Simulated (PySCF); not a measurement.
Species: C3H8NOSi (doublet state).
Z-matrix (Å and degrees, GFN2-xTB geometry), rows numbered from 1:
```
C 
C   1  1.3664
C   2  1.3849  1  125.05
O   3  1.3371  2  121.74  1    -0.84
Si  4  1.6302  3  132.42  2   170.42
N   5  1.7243  4  108.39  3   -59.23
H   1  1.0737  2  121.48  3  -179.70
H   1  1.0749  2  120.66  3     0.30
H   2  1.0818  1  119.21  3   179.72
H   3  1.0811  2  121.02  1   178.80
H   5  1.4620  4  112.82  3    55.53
H   5  1.4591  4   97.79  3   176.62
H   6  1.0088  5  118.68  4   -42.30
H   6  1.0063  5  119.43  4   178.90
```

The hyperfine couplings belong to this conformer and change with its torsions.

Identity: `C=C[CH]O[SiH2]N` [radical].

Computed, not measured: UKS B3LYP, pcH-1 on C H N O Si, non-relativistic, mean-field spin-orbit, GIAO in PySCF. Geometry: GFN2-xTB, one conformer, isolated molecule. The geometry wasn't refined by DFT: couplings that depend on bond lengths, twists or pyramidal angles can differ widely from those at the functional's own minimum. The SCF solution wasn't tested for stability. ⟨S²⟩ is 0.773 where a pure state has 0.75.

**Question.** The isotropic 13C couplings are +56.6, +51.2, -46.0 MHz. Assign them to C1; C2; C3.

**Answer.** 
```json
{"site": "C1", "a_iso (MHz)": "+51.2", "ρ(0) (bohr⁻³)": "+0.0456", "position": "largest spin population", "distance from C1 (Å)": "0.00", "spin population": "+0.65", "largest |T| (MHz)": "95.8"}
{"site": "C2", "a_iso (MHz)": "-46.0", "ρ(0) (bohr⁻³)": "-0.0410", "position": "1 bond from C1", "distance from C1 (Å)": "1.37", "spin population": "-0.25", "largest |T| (MHz)": "26.5"}
{"site": "C3", "a_iso (MHz)": "+56.6", "ρ(0) (bohr⁻³)": "+0.0504", "position": "a main spin site", "distance from C1 (Å)": "2.44", "spin population": "+0.60", "largest |T| (MHz)": "102.8"}
```

ρ(0) is the spin density at the nucleus and T the dipolar tensor; a_iso includes a spin–orbit part; entries for several nuclei are means. Largest spin populations (Mulliken): C1 (+0.65), C3 (+0.60) and C2 (-0.25). The positive populations add up to 1.34 and the negative ones to -0.34, together 2S = 1. The angles at C1 add up to 360.0°, so it is planar. Main spin sites, with 60 % or more of the largest population: C1, C3; positions count bonds from the nearest.

Nuclei that the bonding pattern makes equivalent are averaged, as if the motion that swaps them (rotation, inversion, ring flip) were fast. The 1H value of +0.4 MHz is a mean of couplings from -2.2 to 2.9 MHz in this one geometry, not an average over conformers.

The run took 74 s of wall time (grids of density and orbitals included) on one thread of an Arm Neoverse N1 (shared host), and the process peaked at 0.91 GiB of memory.
